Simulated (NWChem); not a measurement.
System: CH₄BaN₂S

Input file for NWChem:

```
start job
memory heap 200 mb stack 900 mb global 1100 mb
geometry units angstroms noautoz
  Ba     0.865783     0.108107    -0.328288
  S      0.096066     2.912301    -0.111060
  H     -1.217884     2.750135     0.162700
  C     -1.151389    -2.095844     0.053751
  N     -0.911725    -1.643056    -1.166258
  N     -0.435456    -1.688206     1.089117
  H     -1.974948    -2.824816     0.213025
  H     -1.557962    -2.018219    -1.852509
  H     -0.751620    -2.095284     1.962947
end
basis spherical
  * library def2-svpd
end
ecp
  Ba library def2-ecp
end
dft
  xc pbe0
  iterations 150
end
tddft
  cis
  nroots 6
  notriplet
end
task tddft energy
```

Parts of the log:

```
             Northwest Computational Chemistry Package (NWChem) 7.3.0
             --------------------------------------------------------

 CS  symmetry detected

                             Geometry "geometry" -> ""
                             -------------------------

 Output coordinates in angstroms (scale by  1.889725989 to convert to a.u.)

  No.       Tag          Charge          X              Y              Z
 ---- ---------------- ---------- -------------- -------------- --------------
    1 Ba                  56.0000     0.57484951     0.11040533     0.00000000
    2 S                   16.0000    -0.83832218     2.66111141     0.00000000
    3 H                    1.0000    -2.10874378     2.19879585     0.00000000
    4 C                    6.0000    -0.92442762    -2.50196992     0.00000000
    5 N                    7.0000    -0.54810669    -1.97255475    -1.15277734
    6 N                    7.0000    -0.54810669    -1.97255475     1.15277734
    7 H                    1.0000    -1.57595292    -3.40226574     0.00000000
    8 H                    1.0000    -0.93683071    -2.46471250    -1.95024422
    9 H                    1.0000    -0.93683071    -2.46471250     1.95024422

 Effective nuclear repulsion energy (a.u.)     524.4082038592

      Symmetry information
      --------------------

 Group name             Cs
 Group number              2
 Group order               2
 No. of unique centers     7

                                 NWChem DFT Module
                                 -----------------

 Summary of "ao basis" -> "ao basis" (spherical)
 ------------------------------------------------------------------------------
       Tag                 Description            Shells   Functions and Types
 ---------------- ------------------------------  ------  ---------------------
 Ba                        def2-svpd                10       26   4s4p2d
 S                         def2-svpd                11       27   5s4p2d
 H                         def2-svpd                 4        8   2s2p
 C                         def2-svpd                 8       20   4s2p2d
 N                         def2-svpd                 8       20   4s2p2d

      Symmetry analysis of basis
      --------------------------

        a'         91
        a"         54

            General Information
            -------------------
          SCF calculation type: DFT
          Wavefunction type:  closed shell.
          No. of atoms     :     9
          No. of electrons :    50
           Alpha electrons :    25
            Beta electrons :    25
          Charge           :     0
          Spin multiplicity:     1
          Use of symmetry is: off; symmetry adaption is: on
          Maximum number of iterations: 150
          AO basis - number of functions:   145
                     number of shells:    61
          Convergence on energy requested:  1.00D-06
          Convergence on density requested:  1.00D-05
          Convergence on gradient requested:  5.00D-04

              XC Information
              --------------
                         PBE0 Method XC Functional
                     Hartree-Fock (Exact) Exchange  0.250
          PerdewBurkeErnzerhof Exchange Functional  0.750
            Perdew 1991 LDA Correlation Functional  1.000 local
           PerdewBurkeErnz. Correlation Functional  1.000 non-local

             Grid Information
             ----------------
          Grid used for XC integration:  medium
          Radial quadrature: Mura-Knowles
          Angular quadrature: Lebedev.
          Tag              B.-S. Rad. Rad. Pts. Rad. Cut. Ang. Pts.
          ---              ---------- --------- --------- ---------
          Ba                  2.15      123          14.0       590
          S                   1.00       88          15.0       590
          H                   0.35       45          16.0       434
          C                   0.70       49          15.0       434
          N                   0.65       49          14.0       434
          Grid pruning is: on
          Number of quadrature shells:   538
          Spatial weights used:  Erf1

[...]

                                NWChem TDDFT Module
                                -------------------

            General Information
            -------------------
           No. of orbitals :     290
            Alpha orbitals :     145
             Beta orbitals :     145
        Alpha frozen cores :       0
         Beta frozen cores :       0
     Alpha frozen virtuals :       0
      Beta frozen virtuals :       0
         Spin multiplicity :       1
    Number of AO functions :     145
        Use of symmetry is : off
      Symmetry adaption is : on
         Schwarz screening :  0.10D-07

              XC Information
              --------------
                  PBE0 Method XC Functional
              Hartree-Fock (Exact) Exchange   0.25
   PerdewBurkeErnzerhof Exchange Functional   0.75
     Perdew 1991 LDA Correlation Functional   1.00 local
    PerdewBurkeErnz. Correlation Functional   1.00 non-local

             TDDFT Information
             -----------------
          Calculation type : Tamm-Dancoff TDDFT
         Wavefunction type : Restricted singlets
          No. of electrons :      50
           Alpha electrons :      25
            Beta electrons :      25
              No. of roots :       6
          Max subspacesize :    5200
            Max iterations :     100
               Target root :       1
           Target symmetry : none
      Symmetry restriction : off
                 Algorithm : Optimal
        Davidson threshold :  0.10D-03

    6 smallest eigenvalue differences (eV)
--------------------------------------------------------
  No. Spin  Occ  Vir  Irrep   E(Occ)    E(Vir)   E(Diff)
--------------------------------------------------------
    1    1   25   26 a"       -0.207    -0.046     4.392
    2    1   24   26 a'       -0.219    -0.046     4.701
    3    1   23   26 a"       -0.231    -0.046     5.039
    4    1   25   27 a'       -0.207    -0.010     5.379
    5    1   25   28 a"       -0.207    -0.007     5.442
    6    1   25   29 a"       -0.207    -0.006     5.469
--------------------------------------------------------

  Entering Davidson iterations
  Restricted singlet excited states

  Iter   NTrls   NConv    DeltaV     DeltaE      Time
  ----  ------  ------  ---------  ---------  ---------
    1      6       0     0.31E-01   0.10+100       49.1
    2     12       0     0.12E-01   0.25E-02       48.9
    3     18       0     0.65E-02   0.49E-03       49.0
    4     24       0     0.29E-02   0.97E-04       49.1
    5     30       1     0.15E-02   0.25E-04       49.3
    6     35       2     0.91E-03   0.85E-05       47.1
    7     39       5     0.25E-03   0.13E-05       43.3
    8     40       6     0.99E-04   0.14E-06       33.3
  ----  ------  ------  ---------  ---------  ---------
  Convergence criterion met

  Ground state a'       -573.248505156598 a.u.

  ----------------------------------------------------------------------------
  Root   1 singlet a"             0.128125913 a.u.                3.4865 eV
  ----------------------------------------------------------------------------
     Transition Moments    X -0.00000   Y  0.00000   Z  0.39746
     Dipole Oscillator Strength                    0.0134939367
     Electric Quadrupole                           0.0000000379
     Magnetic Dipole                               0.0000002488
     Total Oscillator Strength                     0.0134942233

     Occ.   25  a"  ---  Virt.   26  a'      -0.99088
     Occ.   25  a"  ---  Virt.   28  a'      -0.08846
     Occ.   25  a"  ---  Virt.   29  a'      -0.05115
     Occ.   25  a"  ---  Virt.   31  a'       0.05429
  ----------------------------------------------------------------------------
  Root   2 singlet a'             0.139256437 a.u.                3.7894 eV
  ----------------------------------------------------------------------------
     Transition Moments    X -0.23895   Y  0.43458   Z  0.00000
     Dipole Oscillator Strength                    0.0228342877
     Electric Quadrupole                           0.0000000594
     Magnetic Dipole                               0.0000001148
     Total Oscillator Strength                     0.0228344618

     Occ.   24  a'  ---  Virt.   26  a'      -0.98381
     Occ.   24  a'  ---  Virt.   28  a'      -0.12816
     Occ.   24  a'  ---  Virt.   29  a'      -0.05510
     Occ.   24  a'  ---  Virt.   31  a'       0.06170
  ----------------------------------------------------------------------------
  Root   3 singlet a"             0.149826081 a.u.                4.0770 eV
  ----------------------------------------------------------------------------
     Transition Moments    X -0.00000   Y -0.00000   Z  0.05339
     Dipole Oscillator Strength                    0.0002847012
     Electric Quadrupole                           0.0000000406
     Magnetic Dipole                               0.0000001036
     Total Oscillator Strength                     0.0002848454

     Occ.   23  a"  ---  Virt.   26  a'      -0.98876
     Occ.   23  a"  ---  Virt.   28  a'       0.06926
     Occ.   23  a"  ---  Virt.   29  a'      -0.05084
     Occ.   23  a"  ---  Virt.   31  a'       0.08544
     Occ.   25  a"  ---  Virt.   28  a'       0.05429
  ----------------------------------------------------------------------------
  Root   4 singlet a"             0.161360365 a.u.                4.3908 eV
  ----------------------------------------------------------------------------
     Transition Moments    X -0.00000   Y -0.00000   Z  0.07026
     Dipole Oscillator Strength                    0.0005310194
     Electric Quadrupole                           0.0000000228
     Magnetic Dipole                               0.0000000781
     Total Oscillator Strength                     0.0005311203

[...]
```

Level: PBE0/def2-SVPD with def2 effective core potentials on Ba, TDA. The geometry was optimised at PBE0/def2-SVP. No frequency run checked for a minimum. def2 effective core potentials on Ba; no spin-orbit coupling.
